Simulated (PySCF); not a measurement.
**Stretching BeN**

Set-up: basis Be 6-31G(d,p), N 6-31G(d,p); no relativity; PySCF 2.14. Energies in eV from Be + N in their ground configurations at the same level. State: ⁴Σ⁻ (quartet), unpaired electrons σ ↑, π ↑↑.

```
R (Å)  M06-2X  UHF-CCSD  r²SCAN
1.384  -1.136            -1.351
1.448  -1.506    -0.683  -1.729
1.512  -1.710    -0.900  -1.943
1.561  -1.782    -0.981  -2.023
1.609  -1.802    -1.008  -2.051
1.657  -1.780    -0.994  -2.038
1.722  -1.705    -0.929  -1.975
1.802  -1.558    -0.797  -1.846
1.899  -1.340    -0.605  -1.651
2.027  -1.028            -1.368
```

**Question.** Put a parabola through the three lowest points of the M06-2X curve and estimate Re, k and ωe (reduced mass 5.483 u; 1 eV/Å² = 0.16022 mdyn/Å; ωe = 1302.8·√(k/μ) cm⁻¹).

**Answer.** Through R = 1.561, 1.609, 1.657 Å the second-order coefficient is 9.11 eV/Å², so Re ≈ 1.608 Å, k ≈ 2.92 mdyn/Å and ωe ≈ 951 cm⁻¹. A polynomial fit of higher order to the unrounded M06-2X energies gives Re = 1.606 Å, k = 2.84 mdyn/Å, ωe = 937 cm⁻¹; anharmonicity and rounding make the difference.

The higher-order fit for each curve: M06-2X: Re = 1.606 Å, ωe = 937 cm⁻¹, De = 1.80 eV; UHF-CCSD: Re = 1.615 Å, ωe = 920 cm⁻¹, De = 1.01 eV; r²SCAN: Re = 1.616 Å, ωe = 904 cm⁻¹, De = 2.05 eV.

Correlated steps freeze 1 core orbital. Correlated levels converge slowly with the basis: in double zeta they bind strong bonds too weakly, by up to about 1 eV, and carry superposition errors of some tenths. The state was picked by a PBE0 search and need not be the measured ground state.
